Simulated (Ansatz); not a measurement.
`N[SiH2]C=O` + `CC(N)O` → `CC(O)NC=O` + `N[SiH3]`  (substitution at a C–Si bond)

Computed with Ansatz on PBE0-D4/def2-TZVP structures; ΔE is electronic, products minus reactants. CCSD(T)/CBS adds triple-zeta CCSD(T) − MP2 to the extrapolated MP2 energy (def2 sets, frozen cores). This one scheme is used for every species. Functionals use def2-TZVPP. B3LYP here is the variant with VWN-RPA as its local correlation; programs differ in this. One conformer a species, not always the lowest.

**Question.** Is it downhill or uphill in electronic energy at CCSD(T)/CBS, and by how much? (Best estimate.)

**Answer.** The calculation gave: Downhill: ΔE = -0.54 eV.

**Question.** What do these levels give: B3LYP-D4, ωB97X-V, CCSD/def2-TZVPP, HF/def2-QZVPP, MP2/def2-QZVPP, SCS-MP2/def2-QZVPP? (Best estimate.)

**Answer.** Computed: B3LYP-D4 -0.64, ωB97X-V -0.64, CCSD/def2-TZVPP -0.57, HF/def2-QZVPP -0.67, MP2/def2-QZVPP -0.61, SCS-MP2/def2-QZVPP -0.58 eV.

Largest T1 diagnostic among the species: 0.014.

In def2-TZVPP, CCSD(T) changes the Hartree–Fock value by +0.09 eV (the triples alone add −0.01 eV) and MP2 by +0.04 eV.
